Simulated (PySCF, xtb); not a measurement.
C4H7FO2, SMILES [C@@H]1(O)C[C@@H](O)C1F. One conformer was computed; it need not be the lowest.

Harmonic wavenumbers (cm⁻¹) from xtb with GFN2-xTB at its own minimum, in rising order: 37, 213, 270, 299, 307, 333, 401, 467, 570, 730, 855, 880, 966, 1003, 1018, 1078, 1079, 1110, 1171, 1175, 1199, 1211, 1230, 1237, 1247, 1289, 1341, 1350, 1443, 2884, 2967, 2979, 3032, 3050, 3518, 3541.

What does PySCF with PBE-D3(BJ)/def2-SVP give at its own minimum? (An estimate is asked for; the answer gives what the named calculation found.)

124, 215, 250, 266, 334, 350, 387, 469, 565, 724, 795, 874, 903, 942, 985, 1064, 1073, 1130, 1147, 1159, 1189, 1203, 1212, 1255, 1304, 1323, 1345, 1371, 1410, 2941, 2959, 3003, 3017, 3092, 3656, 3713. Paired by order, the mean absolute difference is 33 cm⁻¹ and the zero-point energies are 67.9 and 68.3 kcal/mol.
